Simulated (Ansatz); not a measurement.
Abridged output of a molecular run in Ansatz:

```
Functional definition: HF
1644 factors; integrals over basis functions are off by at most 8.1e-4 eV
mean field evaluation 1: about -44602.0673 eV, gradient 3.1e1 eV
mean field evaluation 2: about -44602.3558 eV, gradient 3.1e1 eV
mean field evaluation 4: about -44605.8014 eV, gradient 4.6e0 eV
mean field evaluation 8: about -44605.9209 eV, gradient 4.5e-1 eV
mean field evaluation 16: about -44605.9236 eV, gradient 1.6e-6 eV
mean field -44605.92364376 eV, -1639.2374589272 hartree, gradient 1.6e-6 eV, S^2 0.000000; 0 other end points of the search recorded, 0 dependent functions left out
20 core orbitals not correlated: weight in the atoms' cores, before any rotation towards them, 1.000 or more for the frozen orbitals, at most 0.000 for the correlated occupied ones
reference -44605.92364376 eV, -1639.2374589272 hartree; 20, 20 occupied and 240, 240 virtual orbitals, 1644 factors
second order -29.24588701 eV of doubles, -0.00000000 eV of singles
cycle   1  -29.70735523 eV  change   -4.6e-1 eV  update   1.9e-1
cycle   2  -30.47046176 eV  change   -7.6e-1 eV  update   8.5e-2
cycle   3  -30.78001953 eV  change   -3.1e-1 eV  update   3.7e-2
cycle   4  -30.76501996 eV  change    1.5e-2 eV  update   1.2e-2
cycle   5  -30.75579310 eV  change    9.2e-3 eV  update   5.0e-3
cycle   6  -30.75600506 eV  change   -2.1e-4 eV  update   1.7e-3
cycle   7  -30.75580714 eV  change    2.0e-4 eV  update   8.5e-4
cycle   8  -30.75601673 eV  change   -2.1e-4 eV  update   2.6e-4
cycle   9  -30.75621552 eV  change   -2.0e-4 eV  update   1.2e-4
cycle  10  -30.75618480 eV  change    3.1e-5 eV  update   3.3e-5
perturbative correction -1.65801135 eV, -0.0609307934 hartree
Total energy: -44638.33783991 eV, -1640.4286586646 hartree
```

Its atoms:

```xyz
9

S    -1.937   -1.363   -0.506
Zr    0.000    0.000    0.001
S    -0.174    2.097   -1.199
S     2.001   -1.190   -0.669
S     0.112    0.457    2.377
H    -1.599   -2.164    0.528
H     0.109    1.428   -2.337
H     2.689   -0.036   -0.534
H    -1.201    0.770    2.341
```

(1) Which basis set was used?
A. def2-SVP
B. def2-SVPD
C. def2-QZVPP
D. def2-TZVPP

(2) Write the keys of the input that set method, charge and spin (a neutral closed shell needs none for the last two).

Results:

(1) D. It gives 280 functions.

(2) 
```yaml
correlation: {method: ccsd_t}
```
